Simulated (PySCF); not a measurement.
## s to d promotion along the 3d series

All values are computed (PySCF 2.14, energy differences of UHF-based or UKS calculations, no spin-orbit coupling). Basis: aug-cc-pVTZ, non-relativistic. Energy of d^(n+1) s¹ above d^n s² in eV (negative where d^(n+1) s¹ lies lower), between high-spin terms; measured values are centres of gravity of the terms (NIST).

| element | terms | UHF | LDA | PBE | PBE0 | CCSD(T) (valence) | measured |
| --- | --- | --- | --- | --- | --- | --- | --- |
| Sc | 3d1 4s2 (2D) → 3d2 4s1 (4F) | 0.990 | 0.530 | 0.478 | 0.595 | 1.582 | 1.427 |
| V | 3d3 4s2 (4F) → 3d4 4s1 (6D) | 0.224 | -0.962 | -0.841 | -0.571 | 0.381 | 0.245 |
| Fe | 3d6 4s2 (5D) → 3d7 4s1 (5F) | 1.846 | -0.131 | -0.201 | 0.254 | 0.910 | 0.875 |
| Co | 3d7 4s2 (4F) → 3d8 4s1 (4F) | 1.634 | -0.711 | -0.579 | -0.100 | 0.421 | 0.417 |
| Ni | 3d8 4s2 (3F) → 3d9 4s1 (3D) | 1.390 | n/a | -0.890 | -0.405 | -0.064 | n/a |

Q: Which way does each method err?

A: Mean (and mean absolute) errors over the 4 elements with all values: UHF 0.43 (0.66) eV; LDA -1.06 (1.06) eV; PBE -1.03 (1.03) eV; PBE0 -0.70 (0.70) eV; CCSD(T) (valence) 0.08 (0.08) eV. A negative mean favours the extra d electron, a positive one the s² configuration.
